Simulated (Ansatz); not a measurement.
Isolated molecules relaxed with PBE0-D4/def2-TZVP in Ansatz; ΔE leaves out vibrations. CCSD(T)/CBS is the MP2 limit (def2-TZVPP, def2-QZVPP) plus CCSD(T) − MP2 in def2-TZVPP, frozen cores. DFT in def2-TZVPP. B3LYP here is the variant with VWN-RPA as its local correlation; programs differ in this. def2 core potentials past Kr. For Sn outer-core shells are correlated without core-valence functions, which leaves a few kJ/mol of doubt a bond. Each species was taken in one conformer, which may not be the lowest.

Reaction (formal exchange of groups at the Sn–C bond): `N[C](=O)[SnH3]` + `C=C[SiH2][SiH2]O` → `O[SiH2][SiH2][SnH3]` + `C=CC(N)=O`

```csv
level,ΔE (kJ/mol),difference from CCSD(T)/CBS
PBE-D4,-59.7,-1.7
r2SCAN-D4,-61.3,-3.3
PBE0-D4,-66.0,-8.0
B3LYP-D4,-54.5,3.5
ωB97X-V,-58.0,0.0
ωB97M-V,-56.4,1.6
B2PLYP,-52.9,5.1
PBE,-58.6,-0.6
r2SCAN,-61.1,-3.1
PBE0,-64.9,-6.9
B3LYP,-52.7,5.3
HF/def2-TZVPP,-59.2,-1.2
MP2/def2-TZVPP,-54.6,3.4
SCS-MP2/def2-TZVPP,-50.9,7.1
CCSD/def2-TZVPP,-56.3,1.7
CCSD(T)/def2-TZVPP,-55.3,2.7
HF/def2-QZVPP,-58.5,-0.5
MP2/def2-QZVPP,-55.9,2.1
SCS-MP2/def2-QZVPP,-52.0,6.0
HF/CBS(def2),-58.4,-0.4
MP2/CBS(def2),-57.3,0.7
CCSD/CBS(def2),-59.1,-1.1
CCSD(T)/CBS,-58.0,0
```

Largest T1 diagnostic among the species: 0.016.

From PBE to PBE0 (25 % exact exchange), in def2-TZVPP and without D4, ΔE moves by −6.3 kJ/mol. In def2-TZVPP, CCSD(T) changes the Hartree–Fock value by +3.9 kJ/mol (the triples alone add +1.0 kJ/mol) and MP2 by +4.6 kJ/mol.
